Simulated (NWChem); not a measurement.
System: iodobenzene (C6H5I); SMILES Ic1ccccc1

Program: NWChem. Coordinates come from a PBE0/def2-SVP optimisation. Not confirmed as a minimum by frequencies. def2 effective core potentials on I; no spin-orbit coupling. Hybrids' shares of exact exchange are those that their runs print; pure functionals count as 0. The functionals differ in more than this share.

| row | share of exact exchange | orbital gap (eV) |
|---|---|---|
| PBE/def2-SVP | 0.00 | 4.20 |
| OLYP/def2-SVP | 0.00 | 4.24 |
| B3LYP/def2-SVP | 0.20 | withheld |
| PW6B95/def2-SVP | 0.28 | 6.28 |
| MPW1K/def2-SVP | 0.43 | 7.56 |

Q: Fit a straight line of the last column on the one before it, predict the withheld value, and compare with the run.

A: 
1. Means of the 4 shown rows: x = 0.177, y = 5.570. Slope Σ(x − x̄)(y − ȳ)/Σ(x − x̄)² = 1.054/0.1373 = 7.682; intercept 4.206.
2. The shown rows scatter about the line by 0.049 (root mean square); the largest residual is -0.08, at PW6B95/def2-SVP.
3. At x = 0.20 (B3LYP/def2-SVP; inside the shown range) the line gives 5.74.
4. The run gives 5.70, -0.04 from the line, 0.8 times the scatter.
